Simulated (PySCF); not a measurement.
## Mo²⁺: ionisation energy

Mo²⁺ [Kr] 4d4 (5D) → Mo³⁺ [Kr] 4d3 (4F), as a difference of total energies. All numbers are calculated (PySCF 2.14, scalar relativity by spin-free X2C-1e, in x2c-TZVPPall). Correlated levels: valence: [Kr] frozen; valence and next inner shell: [Ar] 3d10 frozen. The calculations carry no spin-orbit coupling.

Question: Order these methods by the ionisation energy they give, lowest first.
A. M06-2X
B. SCS-MP2 (valence and next inner shell)
C. LC-wPBE
D. PBE

Answer: B (26.769 eV), A (27.215 eV), C (27.291 eV), D (27.461 eV).

A first-order spin-orbit estimate (lowest level to lowest level, LS coupling) adds -0.065 eV.

Errors of the correlated levels include the incompleteness of this basis and the frozen core.

For comparison: 27.13 ± 0.12 eV (semi-empirical (NIST evaluation); NIST Atomic Spectra Database, ionization energies).
